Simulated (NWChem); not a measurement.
**Lowest excitation of CH2I (+1)**

```xyz
4

C      0.0000     0.0000    -1.6843
I      0.0000     0.0000     0.2749
H      0.9526     0.0000    -2.2332
H     -0.9526     0.0000    -2.2332
```
Charge +1, spin multiplicity 1.

All runs are NWChem calculations. All single points use one geometry, from B3LYP/def2-SVP with def2 effective core potentials on I, a minimum by its harmonic frequencies.

Basis set: def2-SVPD. CR-EOMCCSD(T) is the triples correction to the same EOM-CCSD root.

Effective core potentials replace the inner electrons of I; spin-orbit coupling is left out. The correlated methods keep 5 core orbitals frozen. B3LYP has NWChem's definition, with VWN1-RPA local correlation. The spin multiplicity of the parent species was assumed, not shown to be that of its ground state. The structure started from a generated list of species. No row is a measurement; the coupled-cluster row has its own basis-set and correlation limits.

### Question
Order these methods by the lowest vertical singlet excitation energy they give, lowest first: TD-PBE, CIS, TD-B3LYP.

### Answer
TD-PBE (1.92 eV), TD-B3LYP (2.10 eV), CIS (3.16 eV)
